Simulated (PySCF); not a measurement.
Structure with atom numbers: `[CH3:1][S:2][SiH2:3][c:4]1[cH:5][cH:6][cH:7][cH:8][cH:9]1`. Hydrogens are named by the atom that carries them.

Calculated, not measured (PySCF 2.14): geometry from PBE0-D3(BJ)/def2-SVP, PBE0/pcSseg-1 with gauge-including orbitals. Gas phase, one computed conformer, relativity neglected, fast rotation and ring inversion assumed for equivalent nuclei.

Scale: 13C and 1H and 29Si against TMS; 33S against CS2 (reference shieldings calculated alike).

```json
{"atoms": "C6/C8", "nucleus": "13C", "count": "2", "δ (ppm)": "?"}
{"atoms": "Si3", "nucleus": "29Si", "count": "1", "δ (ppm)": "-21.6"}
{"atoms": "H(C6)/H(C8)", "nucleus": "1H", "count": "2", "δ (ppm)": "7.49"}
{"atoms": "C7", "nucleus": "13C", "count": "1", "δ (ppm)": "?"}
{"atoms": "C5/C9", "nucleus": "13C", "count": "2", "δ (ppm)": "140.5"}
{"atoms": "C4", "nucleus": "13C", "count": "1", "δ (ppm)": "133.0"}
{"atoms": "H(C1)", "nucleus": "1H", "count": "3", "δ (ppm)": "2.08"}
{"atoms": "H(C7)", "nucleus": "1H", "count": "1", "δ (ppm)": "7.50"}
{"atoms": "C1", "nucleus": "13C", "count": "1", "δ (ppm)": "13.2"}
{"atoms": "H(C5)/H(C9)", "nucleus": "1H", "count": "2", "δ (ppm)": "?"}
{"atoms": "S2", "nucleus": "33S", "count": "1", "δ (ppm)": "?"}
{"atoms": "H(Si3)", "nucleus": "1H", "count": "2", "δ (ppm)": "5.28"}
```

Fill in the missing shifts.

## Answers


- C7: 135.8 ppm, aromatic CH; the aromatic region
- C6/C8: 133.5 ppm, aromatic CH; the aromatic region
- H(C5)/H(C9): 7.62 ppm, hydrogen on an aromatic CH; ring-current deshielding
- S2: -230 ppm, sulfur bonded to C, Si

Shifts are as computed. Against solution values, carbons near 30 ppm lie about +2 ppm off and those near 130 ppm about +5 ppm. Of 1211 compounds with measured shifts, 218 miss one by over three times the rms of a fit or turn the order of signals round; such compounds aren't used in these exercises.
